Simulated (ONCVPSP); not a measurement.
# P: one change to an ONCV potential, before and after

ONCVPSP 4.0.1 input, shortened (lines: element, Z, core and valence counts, functional; n l f; lmax; l rc ep ncon nbas qcut; lloc lpopt rc5 dvloc0; l nproj debl; icmod fcfact rcfact), Wu-Cohen, scalar-relativistic:

```
  P 15.00    3    2  -118130      upf
    1    0    2.00
    2    0    2.00
    2    1    6.00
    3    0    2.00
    3    1    3.00
    2
    0    1.55    0.00    5    8    4.30
    1    1.80    0.00    3    7    5.50
    2    1.65    0.19    3    8    6.40
    4    5    1.05    0.00
    0    1    3.60
    1    1    2.40
    2    2    3.30
    0    0.00    0.00
```

Change: core correction Teter function, fcfact 4.5, rcfact 1.75.

Cutoffs: the cutoffs (Ha) at which the residual kinetic energy of the hardest occupied pseudo-wave falls to 1 and 0.1 mHa per electron; they do not see the model core or the augmentation charge, which bear on the density cutoff. Errors are all-electron minus pseudo energies relative to the spin-unpolarised reference configuration.

Question: How do hardness, ghosts and transferability respond?

Answer: The potential gets neither clearly harder nor softer (10 Ha and 24 Ha → 10 Ha and 24 Ha); of the 4 tests that both files solve, the error grows in 0 and shrinks in 3 by more than 15 % and 0.3 meV (median size 26.4 → 9.0 meV); neither file shows a bound ghost. Exchange and correlation are not linear in the density, so unscreening with the valence charge alone errs where core and valence overlap; a model core restores that term. A model core, the more so a compact one, raises the density cutoff, which this test does not measure.

```tsv
quantity	base	changed
cutoff, loose	10 Ha	10 Ha
cutoff, tight	24 Ha	24 Ha
bound ghosts	none	none
GHOST(+) flags under 300 eV	s at 23.3 eV	s at 23.3 eV
error for 3s2 3p2, meV [ΔE 9.71 eV]	+5.0	+5.0
error for 3s2 3p1, meV [ΔE 28.85 eV]	+41	+22
error for 3s2 3p0, meV [ΔE 58.60 eV]	+166	+13
error for 3s1 3p3, meV [ΔE 18.81 eV]	+12	-3.2
s: phases at 1.57 bohr within 0.05 rad from the reference energy up to (Ha; the scan ends near 5)	0.4	0.4
p: phases at 1.83 bohr within 0.05 rad from the reference energy up to (Ha; the scan ends near 5)	1.8	1.8
d: phases at 1.68 bohr within 0.05 rad from the reference energy up to (Ha; the scan ends near 5)	to the end of the scan	to the end of the scan
```

Base: The cutoffs count occupied waves only; projector 2 of the d channel, the hardest unoccupied one, needs 35 Ha at the loose tolerance. Changed file: The cutoffs count occupied waves only; projector 2 of the d channel, the hardest unoccupied one, needs 35 Ha at the loose tolerance.
